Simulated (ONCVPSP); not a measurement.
# Cutoff test, scandium, ONCV

| Property | Result |
| --- | --- |
| Element | scandium |
| Generator | ONCVPSP 4.0.1 |
| Type | optimised norm-conserving Vanderbilt (ONCV) |
| Functional | LDA (Perdew-Zunger) |
| Relativity | scalar-relativistic |
| Frozen core | [Ne] |
| Valence charge | 11 |
| Reference configuration | 3s2 3p6 3d1 4s1.75 4p0.25 |
| Partial waves | 3s+4s: rc 2.10 bohr, ncon 4, nbas 7, qcut 6.6 1/bohr, 2 projectors; 3p+4p: rc 1.65 bohr, ncon 3, nbas 6, qcut 7.5 1/bohr, 2 projectors; 3d: rc 2.55 bohr, ncon 3, nbas 7, qcut 6.8 1/bohr, 2 projectors, debl 1.2 Ha |
| Local potential | polynomial inside 1.05 bohr (lpopt 3, dvloc0 0 Ha) |
| Core correction | none |

Q: For each optimised wave give the share of its norm inside rc, the residual kinetic energy above qcut (Ha) and the cutoffs (Ha) for errors of 10, 1, 0.1 and 0.01 mHa per electron.

A:

| wave | norm inside rc | residual KE | 10 mHa | 1 mHa | 0.1 mHa | 0.01 mHa |
| --- | --- | --- | --- | --- | --- | --- |
| 3s | 0.980 | 4.1e-08 | 4.8 | 6.7 | 12.6 | 16.0 |
| 4s | 0.093 | 1.9e-07 | 3.6 | 5.7 | 13.6 | 17.3 |
| 3p | 0.853 | 2.2e-07 | 13.2 | 17.4 | 21.1 | 24.0 |
| 4p | 0.023 | 1.9e-08 | 7.8 | 12.7 | 16.9 | 20.7 |
| 3d | 0.798 | 9.4e-08 | 12.6 | 15.5 | 18.0 | 19.7 |
| d projector 2 | 0.231 | 8.7e-07 | 13.8 | 16.9 | 19.3 | 21.4 |

The occupied waves need 17 Ha and 21 Ha for 1 and 0.1 mHa.
